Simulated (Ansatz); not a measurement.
A search over several starts for the lowest SCF solution of Hg₃S₂⁺ at the given spin, in a small basis.

```yaml
crystal:
  periodic: [false, false, false]
  atoms:
    - {symbol: Hg, position_ang: [-2.670843, 2.270524, -1.655036]}
    - {symbol: Hg, position_ang: [0.523457, -0.951829, 1.223163]}
    - {symbol: Hg, position_ang: [1.508028, -2.679874, 3.403507]}
    - {symbol: S, position_ang: [0.993786, 0.729095, -2.177874]}
    - {symbol: S, position_ang: [-0.354419, 0.632084, -0.793760]}
basis:
  gaussian: {orbitals: def2-SVP, initial_orbitals: start.molden}
total_charge: 1
magnetization: {spin_polarized: true, initial_magnetization: 1}
hamiltonian: {xc: pbe0, dispersion: d4}
output: {orbitals: {seedname: orbitals}}
```

The file start.molden holds the orbitals of an earlier run on this structure, at another level or in another basis.

```sh
$ ansatz run in.yaml --threads 4 --pin off --events-out ev --progress --plain --max-ram 4787MiB
```

Shortened log:

```
Functional definition: PBE0
1298 factors; integrals over basis functions are off by at most 7.7e-4 eV
mean field evaluation 1: about -34144.5404 eV, gradient 6.0e1 eV
mean field evaluation 2: about -34154.7835 eV, gradient 1.4e1 eV
mean field evaluation 4: about -34175.8472 eV, gradient 9.5e0 eV
mean field evaluation 8: about -34180.1219 eV, gradient 3.5e-1 eV
mean field evaluation 16: about -34180.1270 eV, gradient 2.7e-5 eV
mean field evaluation 32: about -34180.1269 eV, gradient 4.2e-2 eV
mean field evaluation 64: about -34179.9337 eV, gradient 1.4e0 eV
mean field -34180.12699605 eV, -1256.0964989828 hartree, gradient 2.8e-5 eV, S^2 0.794071; 5 other end points of the search recorded, 0 dependent functions left out
reference -34180.12703265 eV, -1256.0965003276 hartree; 46, 45 occupied and 86, 87 virtual orbitals, 1298 factors
Total energy: -34180.32707854 eV, -1256.1038518784 hartree
```

Hardware: 4 threads of Arm Neoverse V2 on a shared host. Wall time 11 s.

In the def2 sets Hg takes a core potential; there is no spin–orbit coupling. Another isomer (doublet) lies 0.06 eV lower at PBE0-D4/def2-SVP; other spin states weren't run for this one.
